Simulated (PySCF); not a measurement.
A side-by-side comparison of computed properties.

First species: C2H7NOSi2.
SMILES: `N#C[Si@H]([SiH3])OC`

Second species: C₆H₉FS.
Geometry (GFN2-xTB, Å), atoms numbered from 1 in this order:
```xyz
17
C6H9FS angstrom
C      3.0041    0.2145    0.5052
S      1.4470    1.1493    0.5599
C      0.3198   -0.2513    0.5200
C     -0.0224   -0.8981   -0.8048
C     -1.0214   -0.0845   -0.0763
C     -2.4377   -0.1905    0.3598
C     -1.9413    1.0272   -0.3786
F     -2.3548    1.1971   -1.6682
H      3.0591   -0.4440    1.3677
H      3.8098    0.9397    0.5378
H      3.0490   -0.3567   -0.4173
H      0.4201   -0.8800    1.3969
H     -0.1415   -1.9720   -0.8372
H      0.4102   -0.4709   -1.6984
H     -3.0801   -0.8676   -0.1843
H     -2.6794   -0.0879    1.4074
H     -1.8475    1.9877    0.1133
```

Levels: B3LYP/def2-SVPD for dipole moment, HOMO energy, LUMO energy, HOMO–LUMO gap, static isotropic polarisability and electronic spatial extent ⟨r²⟩ about the centre of nuclear charge; TDDFT B3LYP/def2-SVPD for lowest singlet excitation; TDA B3LYP/def2-SVPD for lowest triplet excitation (Tamm–Dancoff); GFN2-xTB for rotational constant A and rotational constant C. Geometries: GFN2-xTB. Each structure is a single optimised conformer of the isolated species, non-relativistic unless stated. Electronic properties by PySCF.

The conformers computed, where there is a choice (atom-mapped SMILES and torsion angles):
- `[CH3:1][O:2][Si@@H:3]([SiH3:4])[C:5]#[N:6]`: C1–O2–Si3–Si4 -174°
- `[CH3:1][S:2][C@@H:3]1[CH2:4][C@@:5]12[CH2:6][C@@H:7]2[F:8]`: C1–S2–C3–C4 -82°

| property | column X | column Y |
| --- | --- | --- |
| dipole moment | 3.46 D | 2.66 D |
| HOMO energy | -8.49 eV | -6.21 eV |
| LUMO energy | -1.40 eV | 0.19 eV |
| HOMO–LUMO gap | 7.09 eV | 6.40 eV |
| lowest singlet excitation | 6.04 eV | 5.26 eV |
| lowest triplet excitation (Tamm–Dancoff) | 5.59 eV | 4.87 eV |
| static isotropic polarisability | 86.3 au | 91.5 au |
| electronic spatial extent ⟨r²⟩ about the centre of nuclear charge | 1086 bohr² | 1379 bohr² |
| rotational constant A | 2.355 GHz | 3.729 GHz |
| rotational constant C | 1.106 GHz | 0.871 GHz |

Task: Which column belongs to which species?

Result: Column X is the first species and column Y the second. The first has 13 atoms and 62 electrons, the second 17 and 70.

Task: How does each property change from the first species to the second?

Result: dipole moment -0.80 D; HOMO energy +2.28 eV; LUMO energy +1.59 eV; HOMO–LUMO gap -0.69 eV; lowest singlet excitation -0.78 eV; lowest triplet excitation (Tamm–Dancoff) -0.72 eV; static isotropic polarisability +5.2 au; electronic spatial extent ⟨r²⟩ about the centre of nuclear charge +293 bohr²; rotational constant A +1.374 GHz; rotational constant C -0.235 GHz.

On the first: No computed singlet falls in the visible range (750 to 380 nm, 1.65 to 3.26 eV); S1 lies 2.78 eV above its blue end.

On the second: A dipole of 2.66 D is allowed in C1, and pure rotational transitions are dipole-allowed. No computed singlet falls in the visible range (750 to 380 nm, 1.65 to 3.26 eV); S1 lies 2.00 eV above its blue end.
